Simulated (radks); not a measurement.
Spherical quantum dot in the effective-mass picture: electrons in a hard-walled sphere of radius 3.55, with a point charge +1 (a donor) at the centre, all in effective atomic units (hartree* = m*/eps^2 hartree, bohr* = eps/m* bohr), one dielectric constant everywhere. Calculated with a radial shooting solver with Libxc functionals: non-relativistic Kohn-Sham, exchange-only LDA, spin-polarised, spherical densities. Levels are named by radial order and angular momentum (1s, 1p, 1d, 2s, ...), and open shells are averaged over m.

N = 17, configuration 1s2 1p6 1d(up 5, down 4). This is the lowest configuration that the search found. Occupied and some empty levels:

| level | occupation | eigenvalue (hartree*) | <r> (bohr*) |
|---|---|---|---|
| 1s up | 1 | 6.1474 | 2.078 |
| 1s down | 1 | 6.1634 | 2.066 |
| 1p up | 3 | 6.4383 | 2.376 |
| 1p down | 3 | 6.4576 | 2.374 |
| 1d up | 5 | 6.8355 | 2.497 |
| 1d down | 4 | 6.8557 | 2.496 |
| 2s up | 0 | 7.0486 | 1.480 |
| 2s down | 0 | 7.0551 | 1.487 |
| 1f up | 0 | 7.3553 | 2.582 |
| 1f down | 0 | 7.3758 | 2.582 |
| 2p up | 0 | 8.0810 | 1.801 |
| 2p down | 0 | 8.0918 | 1.800 |

Energy (hartree*): total 59.9610, kinetic 19.161, external -7.6553, Hartree 54.729, exchange-correlation -6.2738.
